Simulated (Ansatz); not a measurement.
Relaxation of AlClH$_{6}$N$_{2}$ (10 atoms, charge 0, multiplicity 1), to a largest force component of 0.03 eV/Å in at most 50 steps.

The calculation used Ansatz, RHF/def2-SVP.

```xyz
10
Properties=species:S:1:pos:R:3:forces:R:3
Al 0.013 0.714 -0.556 -0.03 0.97 0.36
H 0.083 0.053 2.125 0.11 -1.52 0.22
N 1.568 -0.029 -0.904 0.00 0.00 0.01
H 1.713 -0.878 -1.415 -0.02 -0.01 0.01
H 2.451 0.360 -0.634 0.00 0.01 0.00
N -1.556 0.035 -0.975 0.01 0.08 0.03
H -1.738 -0.885 -1.325 0.03 -0.04 -0.03
H -2.417 0.541 -0.888 0.01 -0.02 0.02
Cl 0.020 2.710 0.360 0.00 -0.74 -0.64
H 0.023 0.760 2.050 -0.11 1.28 0.03
```

Task: Where does it end, and by what steps?

Result: The run converged. After 6 steps the energy has fallen by 0.168 eV; H10 moved furthest, 0.64 Å.

| step | energy less start (eV) | largest force component (eV/Å) | accepted |
| --- | --- | --- | --- |
| 0 | 0.0000 | 1.524 | yes |
| 1 | -0.1314 | 0.340 | yes |
| 2 | -0.1527 | 0.315 | yes |
| 3 | -0.1643 | 0.061 | yes |
| 4 | -0.1664 | 0.041 | yes |
| 5 | -0.1670 | 0.039 | yes |
| 6 | -0.1676 | 0.026 | yes |

```xyz
10
Properties=species:S:1:pos:R:3
Al 0.006 0.804 -0.755
H 0.099 -0.096 2.738
N 1.550 0.003 -1.029
H 1.675 -0.917 -1.401
H 2.441 0.415 -0.830
N -1.552 0.071 -1.120
H -1.702 -0.848 -1.488
H -2.431 0.531 -0.983
Cl 0.023 2.770 0.024
H 0.050 0.648 2.683
```

Run time: 7.2 s on 2 threads of Arm Neoverse V1, with other jobs on the host, peak memory 0.17 GiB.
